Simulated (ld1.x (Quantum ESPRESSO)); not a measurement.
# Reading a pseudo-wave (hydrogen)

Columns: radius, all-electron u(r) and pseudo u(r) of the 1s shell (level -6.54 eV) of hydrogen in the configuration 1s1; revPBE, non-relativistic, TM scheme, ld1.x (Quantum ESPRESSO) 7.5.

```csv
r (bohr),all-electron,pseudo
0.050,0.0920,0.0771
0.100,0.1748,0.1529
0.150,0.2491,0.2262
0.200,0.3156,0.2957
0.250,0.3748,0.3603
0.300,0.4274,0.4193
0.350,0.4738,0.4718
0.400,0.5147,0.5175
0.450,0.5503,0.5565
0.500,0.5813,0.5891
0.550,0.6080,0.6158
0.600,0.6307,0.6375
0.650,0.6498,0.6549
0.700,0.6656,0.6690
0.750,0.6785,0.6803
0.800,0.6886,0.6894
0.850,0.6963,0.6965
0.900,0.7017,0.7017
0.950,0.7051,0.7051
1.000,0.7066,0.7066
1.050,0.7065,0.7065
1.100,0.7049,0.7049
1.150,0.7019,0.7019
1.200,0.6977,0.6977
1.250,0.6925,0.6925
1.300,0.6862,0.6862
```

How many radial nodes do the two functions have?

The all-electron 1s function has n − l − 1 = 0; the pseudo-wave has 0.

At about which radius was the pseudo-wave matched?

1.00 bohr. The columns agree to 0.0005 from 0.85 bohr on; several derivatives are matched, so the curves merge somewhat inside the radius.

Where does each function peak?

Outermost all-electron maximum near 1.00 bohr, pseudo maximum near 1.00 bohr (to the table’s step).

Is the pseudo-wave norm-conserving?

Yes: the TM scheme keeps the norm inside the radius equal to the all-electron one, which fixes the energy derivative of the logarithmic derivative at the level.
